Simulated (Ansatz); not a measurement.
`[CH3][Sn]([SH])([Cl])[Cl]` → `CCl` + `[SH][Sn][Cl]`  (stannylene formation by 1,1-elimination)

Computed with Ansatz on PBE0-D4/def2-TZVP structures; ΔE is electronic, products minus reactants. CCSD(T)/CBS is the MP2 limit (def2-TZVPP, def2-QZVPP) plus CCSD(T) − MP2 in def2-TZVPP, frozen cores. This one scheme is used for every species. DFT in def2-TZVPP. HSE06 is defined as in plane-wave codes. Elements past krypton have def2 core potentials. For Sn outer-core shells are correlated without core-valence functions, which leaves a few kJ/mol of doubt a bond. Each species was taken in one conformer, which may not be the lowest.

| level | ΔE (kJ/mol) | difference from CCSD(T)/CBS |
| --- | --- | --- |
| HSE06-D4 | 119.5 | -10.9 |
| CAM-B3LYP-D4 | 113.3 | -17.1 |
| PBE-QIDH | 134.0 | 3.6 |
| PBE | 90.3 | -40.1 |
| r2SCAN | 118.3 | -12.1 |
| PBE0 | 110.0 | -20.4 |
| HSE06 | 109.7 | -20.7 |
| CAM-B3LYP | 102.4 | -28.0 |
| RPA@PBE/def2-TZVPP | 111.9 | -18.5 |
| SCS-MP2/def2-TZVPP | 121.0 | -9.4 |
| CCSD(T)/CBS | 130.4 | 0 |

Largest T1 diagnostic among the species: 0.015.

The D4 term adds +17.1 kJ/mol with B3LYP and +10.1 kJ/mol with PBE0; it sums over pairs of atoms, weighted by their polarisabilities, and B3LYP, whose exchange is more repulsive, gets the larger term. Leaving LDA and LC-ωPBE aside and taking each functional with its dispersion term where it has one, the values, not all of them listed here, spread over 54.1 kJ/mol, from BLYP-D4 to PBE-QIDH. LDA lies +30.1 kJ/mol from PBE without D4.

B3LYP here is the variant with VWN-RPA as its local correlation; programs differ in this.
